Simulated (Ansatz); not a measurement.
Start from `O[B](O)[SbH2]` and change one atom or group to get `CCB(O)O`.

Ansatz, PBE0-D4/def2-TZVP geometries, multiplicity 1. Each molecule was computed in one conformer, which needn't be the lowest.

Elements past krypton have def2 core potentials.

```json
{"property": "LUMO energy (PBE0/def2-TZVPP) / eV", "`O[B](O)[SbH2]`": "-0.02"}
{"property": "HOMO energy (B3LYP/def2-TZVPP) / eV", "`O[B](O)[SbH2]`": "-6.65"}
{"property": "HOMO energy (PBE0/def2-TZVPP) / eV", "`O[B](O)[SbH2]`": "-6.82"}
{"property": "LUMO energy (B3LYP/def2-TZVPP) / eV", "`O[B](O)[SbH2]`": "-0.38"}
{"property": "size of the dipole moment (B3LYP/def2-TZVPP) / D", "`O[B](O)[SbH2]`": "3.39"}
{"property": "HOMO–LUMO gap (PBE0/def2-TZVPP) / eV", "`O[B](O)[SbH2]`": "6.80"}
```

Problem. Give the same properties after the change, and the shifts. (Best estimate.)

Solution. Ansatz gave: 
```
                                        property  `CCB(O)O`  shift
              LUMO energy (PBE0/def2-TZVPP) / eV       0.68   0.70
             HOMO energy (B3LYP/def2-TZVPP) / eV      -8.55  -1.90
              HOMO energy (PBE0/def2-TZVPP) / eV      -8.74  -1.92
             LUMO energy (B3LYP/def2-TZVPP) / eV       0.33   0.71
size of the dipole moment (B3LYP/def2-TZVPP) / D       1.36  -2.03
            HOMO–LUMO gap (PBE0/def2-TZVPP) / eV       9.43   2.63
```

With PBE0 the HOMO falls by 1.92 eV and the LUMO rises by 0.70 eV, so the gap widens by about 2.62 eV. PBE moves the HOMO by -1.44 eV and ωB97M-V by -2.21 eV. The zero-point energy changes by 138.7 kJ/mol with +12 modes. Dipoles are sizes alone; their direction can turn.

B3LYP here is the variant with VWN-RPA as its local correlation; programs differ in this.

Spin–orbit coupling is left out; it splits and shifts lone-pair levels of the heavy atoms by tenths of an eV.
